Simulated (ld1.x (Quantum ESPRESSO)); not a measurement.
# Which change was made? (P, RRKJ)

- Element: P (Z = 15)
- Generator: ld1.x (Quantum ESPRESSO) 7.5
- Type: norm-conserving RRKJ (Kleinman–Bylander form)
- Functional: revPBE
- Relativity: scalar-relativistic
- Frozen core: [Ne]
- Valence charge: 5
- Reference configuration: 3s1.5 3p3.5
- Partial waves: 3p (bound): rc 1.65 bohr; 3s (bound): rc 1.75 bohr
- Local potential: the s channel
- Core correction: a·sin(br)/r model core, default radius (core density twice the valence density)
- rho0: 0.005

Cutoffs, loose and tight: the cutoffs (Ry, on a coarse ladder) from which the occupation-weighted sum of valence levels, in a spherical-Bessel basis at the reference potential, stays within 10 and 1 mRy of its value at 400 Ry. They do not see the model core or the augmentation charge, which bear on the density cutoff. Test errors are all-electron minus pseudo excitation energies from the reference, over the configurations 3s2 3p3; 3s2 3p2; 3s2 3p1; 3s0 3p5; 3s1 3p4; 3s2 3p0; 3s1 3p0; variants that change the core or the reference have their own tests.

The base gives: outcome: generated; cutoff, loose: 30 Ry; cutoff, tight: 45 Ry; bound ghosts: none; largest test error (meV): +223.

Problem. After one change the result is: outcome: generated; cutoff, loose: 25 Ry; cutoff, tight: 35 Ry; bound ghosts: none; largest test error (meV): +342. Which change was it?
A. all radii but the core radius scaled by about 1.25 (s 2.18, p 2.06 bohr)
B. all radii but the core radius scaled by about 0.75 (s 1.30, p 1.24 bohr)
C. all radii but the core radius scaled by about 0.82 (s 1.44, p 1.34 bohr)

Solution. A. The others give: all radii but the core radius scaled by about 0.75 (s 1.30, p 1.24 bohr) → outcome: generated; cutoff, loose: 70 Ry; cutoff, tight: 90 Ry; bound ghosts: none; largest test error (meV): +124 | all radii but the core radius scaled by about 0.82 (s 1.44, p 1.34 bohr) → outcome: generated; cutoff, loose: 50 Ry; cutoff, tight: 70 Ry; bound ghosts: none; largest test error (meV): +133.
